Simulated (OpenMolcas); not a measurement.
## Ni2+ in a point-charge field

Ni2+ among 6 point charges of -2.2 e arranged as an octahedron (Oh), 2.14 Å from the ion.
```
   2.1400    0.0000    0.0000  -2.20
   0.0000    2.1400    0.0000  -2.20
  -2.1400    0.0000    0.0000  -2.20
   0.0000   -2.1400    0.0000  -2.20
   0.0000    0.0000    2.1400  -2.20
   0.0000    0.0000   -2.1400  -2.20
```

- Program: OpenMolcas 26.06
- Method: CASSCF
- Basis: ANO-RCC-VDZP [5s4p2d1f]
- Scalar Hamiltonian: DKH2, point nucleus
- Active space: 8 electrons in 5 orbitals (3d)
- State averaging: 2S+1 = 3 even, 10 roots; 2S+1 = 1 even, 15 roots
- Spin-orbit coupling: RASSI with atomic mean-field integrals over the reference wave functions

The lowest spin-free states (labels of O, the rotations of Oh), above the lowest:

```csv
State,Degeneracy,E (cm-1),Free-ion L (%)
3A2,1,0.0,F (100)
3T2,3,3676,F (100)
3T1,3,6556,F (99)
1E,2,18253,D (92)
1T2,3,20846,D (97)
3T1,3,23897,P (99)
1A1,1,27900,G (99)
1T1,3,28697,G (100)
1E,2,30178,G (92)
1T2,3,30847,G (97)
1A1,1,66078,S (99)
```

The lowest levels with spin-orbit coupling:

```tsv
E (cm-1)	Degeneracy	Label	2S+1
0.0	3	T2	3
3394	2	E	3
3588	3	T1	3
4166	3	T2	3
4268	1	A2	3
5773	1	A1	3
6458	3	T1	3
7425	3	T2	3
7559	2	E	3
18464	2	E	1
20815	3	T2	1 (89 %)
23952	2	E	3
24159	3	T2	3 (90 %)
24490	3	T1	3
24761	1	A1	3
28178	1	A1	1
28971	3	T1	1
30463	2	E	1
31123	3	T2	1
66401	1	A1	1
```

Powder χT (cm3 K/mol): 1.71 at 2 K, 1.71 at 10 K, 1.74 at 50 K, 1.76 at 100 K, 1.82 at 200 K, 1.87 at 300 K. The effective moment at 300 K is 2.828 √(χT) = 3.87 μB.

The lowest level has 2S+1 = 3, for which the spin-only value is χT = S(S+1) / 2 = 1.000 cm3 K/mol (g = 2). The computed 1.872 at 300 K differs by +0.872, through orbital momentum, spin-orbit coupling and any other state in reach.

Without dynamic correlation the repulsion within the d shell is too large (B by tens of per cent), so at a given field states of lower spin stand too high. Point charges carry no covalency, so the field is a model and not that of real ligands. No measured value stands beside these numbers.

The RASSCF and RASSI steps took 5.3 s on 1 thread of Arm Neoverse V1, with other jobs on the host; the integral step is not counted.
